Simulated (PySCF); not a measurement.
## Spectroscopy problems

Method: GFN2-xTB structure, J: B3LYP/pcJ-1 (spin–dipole term left out of most H,H and C,H couplings), PBE0/pcSseg-1 with gauge-including orbitals, in PySCF (in vacuum, one computed conformer, non-relativistic, rapidly exchanging positions averaged).

Scale: 1H and 13C against TMS (reference shieldings calculated alike). Multiplet labels drop J under 1 Hz and among equivalent protons, and merge close values. Unscaled 3J(H,H) run several per cent high. Splittings of carbon signals by F and P are missing where no couplings were computed. Where no couplings were computed, multiplicities follow the n + 1 count of equivalent neighbours, and m marks all less simple cases (inequivalent or close neighbours, rings, F or P nearby). One-bond C–F couplings are unscaled and too large by tens of Hz. Shifts are as computed. Against solution values, carbons near 30 ppm lie about +3 ppm off and those near 130 ppm about +5 ppm. Of 1309 compounds with measured shifts, 239 miss one by over three times the rms of a fit or turn the order of signals round; such compounds aren't used in these exercises.

(1) C₅H₄F₂. 1H NMR (400 MHz, computed): δ 5.74 (dd, J = 5.9, 2.1 Hz, 1H), 2.12 (d, J = 14.1 Hz, 3H). 13C{1H} NMR (computed): δ 166.2 (C, dd, J = 531.5, 19.0 Hz), 135.1 (C, dd, J = 284.4, 3.0 Hz), 106.3 (C, dd, J = 32.1, 3.9 Hz), 93.5 (CH, dd, J = 26.1, 6.6 Hz), 19.0 (CH3, d, J = 28.6 Hz). Identify the compound.

(2) C₅H₄F₂. 1H NMR (400 MHz, computed): δ 4.53 (m, 1H), 2.26 (dd, J = 4.4, 1.1 Hz, 1H), 1.65 (m, 1H), 1.14 (m, 1H). 13C{1H} NMR (computed): δ 85.3 (d, J = 8.9 Hz), 84.3 (dd, J = 26.8, 3.5 Hz), 78.6 (dd, J = 310.4, 7.7 Hz), 70.5 (dd, J = 289.3, 8.7 Hz), 23.0 (dd, J = 12.4, 6.4 Hz). What is it?

(3) C₆H₉FO₂Si. 1H NMR (300 MHz, computed): δ 5.97 (m, 1H), 5.79 (m, 1H), 5.38 (d, 1H), 5.15 (d, 1H), 3.09 (m, 1H), 2.54 (m, 1H), 2.08 (s, 3H). 13C{1H} NMR (computed): δ 111.9 (C), 109.7 (CH), 96.3 (CH), 84.2 (C), 44.6 (CH2), 5.9 (CH3). What is it?

Results:

(1) `InChI=1S/C5H4F2/c1-3(6)4-2-5(4)7/h2H,1H3/b4-3-`. Rings plus π bonds: 3 (1 ring in the answer). 5 carbon signals for 5 carbons: no two carbons are equivalent. Carbon types of the structure: 3 × C, 1 × CH, 1 × CH3, which accounts for all hydrogens. δC 166.2, 135.1, 106.3: fully substituted alkene carbon. δC 93.5: alkene CH. δC 19.0: allylic methyl carbon; saturated and bonded to C and H only. δH 5.74: hydrogen on an alkene CH; attached to an sp2 carbon and in the plane of the double bond.

This is the structure that produced the data.

(2) SMILES F[C@]1(C#C)C[C@@H]1F. Rings plus π bonds: 3 (1 ring in the answer). 5 carbon signals for 5 carbons: no two carbons are equivalent. Carbon types of the structure: 2 × C, 2 × CH, 1 × CH2, which accounts for all hydrogens. δC 85.3: terminal alkyne carbon; sp carbons lie upfield of alkene carbons because the cylindrical π system leaves one tensor component strongly shielded. δC 84.3: alkyne carbon; sp carbons lie upfield of alkene carbons because the cylindrical π system leaves one tensor component strongly shielded. δC 78.6, 70.5, 23.0: three-membered-ring carbon. δH 2.26: hydrogen on a terminal alkyne carbon; it lies on the axis of the triple bond, in its shielding cone.

The shifts were computed for this structure.

(3) SMILES CC#C[SiH2]O[C@@H]1C[C@H](F)O1. Rings plus π bonds: 3 (1 ring in the answer). 6 carbon signals for 6 carbons: no two carbons are equivalent. Carbon types of the structure: 2 × C, 2 × CH, 1 × CH2, 1 × CH3, leaving 2 H on heteroatoms. δC 111.9, 84.2: alkyne carbon. δC 109.7: sp3 CH bonded to F and O; 2 electronegative neighbours deshield it. δC 96.3: sp3 carbon bearing two oxygens; 2 electronegative neighbours deshield it. δH 5.97: hydrogen on an sp3 CH bonded to F and O; its carbon carries F and O, which withdraws density.

This is the structure that produced the data.
